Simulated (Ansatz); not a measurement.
Ideal-gas functions of `C[O][Cu]` at 800 K and 1 bar, from an Ansatz frequency run at PBE0-D4/def2-TZVP.

Molar mass 94.58 g/mol, point group Cs (symmetry number 1), electronic degeneracy 1, moments of inertia 9.93, 117.251, 124.009 u Å². Harmonic wavenumbers (cm⁻¹, unscaled): 143, 210, 545, 1121, 1166, 1179, 1466, 1474, 1495, 2948, 2989, 3006.

Use S(trans) = R[1.5 ln M + 2.5 ln T − 1.1517]; rotational temperatures θ = 24.2544 K / I; S(rot) = R[ln(√π/σ · √(T³/θAθBθC)) + 1.5]; for each mode x = 1.438777 ν̃/T, S = R[x/(eˣ − 1) − ln(1 − e⁻ˣ)] and H = RT x/(eˣ − 1); 1 cm⁻¹ = 0.0119627 kJ/mol; R = 8.31446 J/(mol·K).

Question: By hand: the entropy, in J/(mol·K).

Answer: Translation 186.1. Rotation: θ = 2.4425, 0.2069, 0.1956 K, giving 110.2. Vibration, mode by mode: 19.63, 16.46, 8.81, 3.76, 3.53, 3.47, 2.31, 2.28, 2.22, 0.26, 0.25, 0.24, in all 63.2. Electronic 0.0. Sum 359.5 J/(mol·K).

Question: By hand: H − E and G − E in kJ/mol, counted from the electronic energy.

Answer: Zero-point energy ½ × 17742 × 0.0119627 = 106.1; thermal vibration 25.7; translation, rotation and pV give 4 RT = 26.6. H − E = 158.4 kJ/mol, and G − E = 158.4 − 800 × 359.5/1000 = -129.2 kJ/mol.

Vibration gives 18 % of the entropy, 19.6 J/(mol·K) of it from the mode under 150 cm⁻¹: soft modes count most, and the harmonic formula is weakest for them.
